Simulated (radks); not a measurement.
All-electron atom: neutral cerium in [Xe] 4f1 5d1 6s2.

Method: Dirac Kohn-Sham, PBE, spin-unpolarised, spherical densities, finite nucleus; open shells are shared between the two j in proportion to 2j + 1; Fermi nuclear charge, rms radius 4.8771 fm; computed with a radial shooting solver on a logarithmic mesh with Libxc functionals.

Energy parts (Ry):
| part | energy |
|---|---|
| total | -17729.5253 |
| kinetic | 19019.5661 |
| electron-nucleus | -43182.9368 |
| Hartree | 6853.9270 |
| exchange-correlation | -420.0815 |

Orbitals (lengths in bohr, moments of r in powers of bohr; <r^-3> diverges for s and p1/2):
orbital,occ.,eigenvalue (Ry),<r^-3>,<r>,<r^4>,<r^2>
1s1/2,2,-2956.943,-,0.02457,1.776e-06,0.0008209
2s1/2,2,-473.2606,-,0.1047,0.0002923,0.01300
2p1/2,2,-446.8423,-,0.08795,0.0001839,0.009534
2p3/2,4,-414.0187,7087,0.09415,0.0002293,0.01080
3s1/2,2,-101.9107,-,0.2783,0.01191,0.08862
3p1/2,2,-90.71997,-,0.2681,0.01109,0.08352
3p3/2,4,-84.26953,1430,0.2802,0.01310,0.09106
3d3/2,4,-64.69996,234.5,0.2513,0.01004,0.07457
3d5/2,6,-63.31486,213.2,0.2552,0.01057,0.07671
4s1/2,2,-20.62182,-,0.6373,0.3056,0.4583
4p1/2,2,-16.46484,-,0.6561,0.3586,0.4896
4p3/2,4,-15.07958,308.2,0.6833,0.4214,0.5308
4d3/2,4,-8.25439,41.93,0.7387,0.6523,0.6330
4d5/2,6,-8.01168,37.78,0.7484,0.6870,0.6495
4f5/2,0.428571,-0.40925,4.306,1.099,7.759,1.605
4f7/2,0.571429,-0.38486,4.185,1.111,8.284,1.647
5s1/2,2,-2.97922,-,1.518,9.867,2.589
5p1/2,2,-1.84691,-,1.704,16.64,3.290
5p3/2,4,-1.64518,44.47,1.786,20.23,3.618
5d3/2,0.4,-0.23369,2.638,2.911,213.1,10.26
5d5/2,0.6,-0.21885,2.314,2.984,237.1,10.79
6s1/2,2,-0.27520,-,4.349,714.4,21.42
6p1/2,0,-0.10848,-,5.719,2326,37.51
6p3/2,0,-0.09525,2.911,6.013,2846,41.48

The highest occupied level is 5d5/2 at -2.978 eV. For comparison, the ionisation energy in NIST's Atomic Spectra Database is 5.539 eV (measured). In exact Kohn-Sham theory the highest level is minus the ionisation energy, but local and semilocal functionals leave it too shallow, through self-interaction and a potential that decays too fast; potentials with the right tail come closer.

Run on one thread of a shared host, so times are rough (Arm Neoverse N1): 0.24 s of CPU time, 0.24 s wall, 14 iterations on 2440 mesh points.

Beside tabulated values, note that spin-unpolarised runs miss the spin-polarisation part of the exchange energy of open shells.
